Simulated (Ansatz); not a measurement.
Start from `O=[CH][InH2]` and change one atom or group to get `O=C[SeH]`.

Ansatz, PBE0-D4/def2-TZVP geometries, multiplicity 1. Each molecule was computed in one conformer, which needn't be the lowest.

Elements past krypton have def2 core potentials. Scalar relativity is left out up to krypton.

```tsv
property	`O=[CH][InH2]`
size of the dipole moment (ωB97M-V/def2-TZVPP) / D	2.33
HOMO–LUMO gap (ωB97M-V/def2-TZVPP) / eV	8.05
HOMO energy (ωB97M-V/def2-TZVPP) / eV	-8.54
ideal-gas entropy at 298 K and 1 bar (rigid rotor, harmonic PBE0-D4/def2-TZVP) / J/(mol·K)	314
LUMO energy (ωB97M-V/def2-TZVPP) / eV	-0.49
zero-point energy (PBE0-D4/def2-TZVP) / kJ/mol	74.4
```

What does the change do to each property? (An estimate is asked.)

Ansatz gave: 
| property | `O=C[SeH]` | shift |
| --- | --- | --- |
| size of the dipole moment (ωB97M-V/def2-TZVPP) / D | 2.61 | 0.28 |
| HOMO–LUMO gap (ωB97M-V/def2-TZVPP) / eV | 10.91 | 2.86 |
| HOMO energy (ωB97M-V/def2-TZVPP) / eV | -9.77 | -1.23 |
| ideal-gas entropy at 298 K and 1 bar (rigid rotor, harmonic PBE0-D4/def2-TZVP) / J/(mol·K) | 279 | -35 |
| LUMO energy (ωB97M-V/def2-TZVPP) / eV | 1.15 | 1.64 |
| zero-point energy (PBE0-D4/def2-TZVP) / kJ/mol | 69.4 | -5.0 |

With PBE0 the HOMO falls by 1.28 eV and the LUMO rises by 0.83 eV, so the gap widens by about 2.11 eV. PBE moves the HOMO by -1.28 eV and ωB97M-V by -1.23 eV. The zero-point energy changes by -5.0 kJ/mol with -3 modes. Dipoles are sizes alone; their direction can turn.

Spin–orbit coupling is left out; it splits and shifts lone-pair levels of the heavy atoms by tenths of an eV.
